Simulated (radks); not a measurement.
All-electron atom: the phosphorus ion P6+ in [He] 2s2 2p5. All-electron calculation, scalar-relativistic Kohn-Sham, LDA (Slater exchange, Perdew-Wang correlation), spin-polarised, spherical densities, point nucleus; open shells are filled with parallel spins first. Program: a radial shooting solver on a logarithmic mesh with Libxc functionals. Some entries of the table are withheld. Estimate them.

| orbital | occ. | eigenvalue (Ry) | <r> (bohr) |
|---|---|---|---|
| 1s up | 1 | -162.6642 | 0.1038 |
| 1s down | 1 | -162.5055 | 0.1038 |
| 2s up | 1 | (1) | (2) |
| 2s down | 1 | (3) | (4) |
| 2p up | 3 | -18.08472 | (5) |
| 2p down | 2 | -17.79986 | (6) |

Answer. 
(1) 2s up eigenvalue (Ry): -21.49128
(2) 2s up <r> (bohr): 0.5023
(3) 2s down eigenvalue (Ry): -21.23995
(4) 2s down <r> (bohr): 0.5044
(5) 2p up <r> (bohr): 0.4577
(6) 2p down <r> (bohr): 0.4607
